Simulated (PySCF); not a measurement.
Computed shifts of a molecule C3H6BNO, PBE0/pcSseg-1 run with PySCF, GIAO, gas phase, equivalent atoms averaged, in ppm (number of nuclei): ¹³C: 99.5 (1), 89.0 (1), 58.0 (1). ¹⁵N: 82.3 (1). ¹H: 4.18 (3), 2.98 (2), 2.64 (1). References: ¹³C against TMS (σ = 186.3 ppm); ¹¹B against BF3 (σ = 88.8 ppm); ¹⁵N against NH3 (σ = 267.4 ppm); ¹⁷O against H2O (σ = 334.2 ppm); ¹H against TMS (σ = 31.56 ppm), references at their B3LYP-D3(BJ)/def2-TZVP geometries, non-relativistic. The structure is a stationary point at PBE0-D3(BJ)/def2-SVP. The values are those of a single conformer.

Task: Which structure fits?
A. CN1C=CB1O
B. CB1COC=N1
C. C#CB(N)OC
D. NB1C=CCO1

Result: C, C#CB(N)OC
